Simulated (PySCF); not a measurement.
C₆H₇F₃O.
Atom-mapped SMILES: `[F:1][C:2]([F:3])([F:4])[C:5]1=[CH:6][O:7][CH2:8][CH2:9][CH2:10]1` (hydrogens: H11 on C6; H12, H13 on C8; H14, H15 on C9; H16, H17 on C10)

Computed with PySCF at CAM-B3LYP/def2-SVPD, non-relativistic, on one gas-phase PBE0-D3(BJ)/def2-SVP geometry that isn't relaxed in the solvent. The solvent is an IEF-PCM continuum (cavity from Bondi-type radii × 1.2). The model holds no explicit solvent molecules, cavitation or dispersion.

Gas phase at CAM-B3LYP/def2-SVPD: HOMO -8.41 eV, LUMO 0.91 eV, dipole 3.41 D.

**Question.** What does the continuum do to the energy, the frontier levels and the dipole at CAM-B3LYP/def2-SVPD in acetone and methanol?

**Answer.** 
```tsv
solvent	ε	E(solvent) − E(gas) (kcal/mol)	polarisation term (kcal/mol)	distortion of the solute (kcal/mol)	HOMO (eV)	LUMO (eV)	dipole (D)
acetone	20.49	-4.12	-4.64	0.52	-8.25	1.16	4.11
methanol	32.61	-4.24	-4.79	0.55	-8.25	1.16	4.13
```

Polarisation term: ½ Σ q·V over the induced surface charges. Distortion: the rise of the solute's own energy as its density leaves the gas-phase optimum. From acetone to methanol the lowering changes by a factor 1.03, Onsager's factor (ε − 1)/(2ε + 1) by 1.03 and ε itself by 1.6.

**Question.** Which radius a makes the point-dipole formula ΔE = −[(ε − 1)/(2ε + 1)]·μ²/a³ give the value in methanol, with the gas-phase dipole?

**Answer.** μ = 1.342 au and |ΔE| = 0.00675 Eh give a = 2.66 Å; the farthest nucleus lies 3.16 Å from the centroid of the nuclei, so such a sphere wouldn't even hold the nuclei. The formula assumes a rigid point dipole at the centre of a sphere.

**Question.** How does the static polarisability (CAM-B3LYP/def2-SVPD, frozen core, with the continuum's full static response) change?

**Answer.** 
```csv
medium,isotropic (au),principal values (au),⟨r²⟩ of the electrons (bohr²)
gas,74.2,"60.3, 75.6, 86.6",1451.3
acetone,97.1,"81.6, 97.9, 111.9",1450.9
methanol,98.0,"82.6, 98.7, 112.8",1450.9
```

The isotropic value in methanol is 1.32 times the gas-phase one; no cavity-field correction is applied. ⟨r²⟩ is taken about the centre of nuclear charge.
